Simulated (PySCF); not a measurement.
PySCF input:

```python
from pyscf import gto, scf, dft

mol = gto.M(
    atom='''
    N    -0.00000000   -0.00000000   -1.25788699
    C    -0.00000000   -0.00000000   -0.07148921
    O     0.00000000    0.00000000    1.15426802
    ''',
    basis='def2-tzvpd',
    charge=-1,
    spin=0,
    verbose=4,
)

mf = dft.RKS(mol, xc='m062x').density_fit(auxbasis='def2-universal-jkfit')
mf.grids.level = 4
mf.conv_tol = 1e-9
mf.max_cycle = 100
mf.max_memory = 1500
mf.kernel()
if not mf.converged:
    mf = mf.newton()
    mf.kernel(mf.make_rdm1())
mf.analyze()
```

Q: Which total energy does the run end on?

A: -168.13815 Eh (M06-2X/def2-TZVPD).
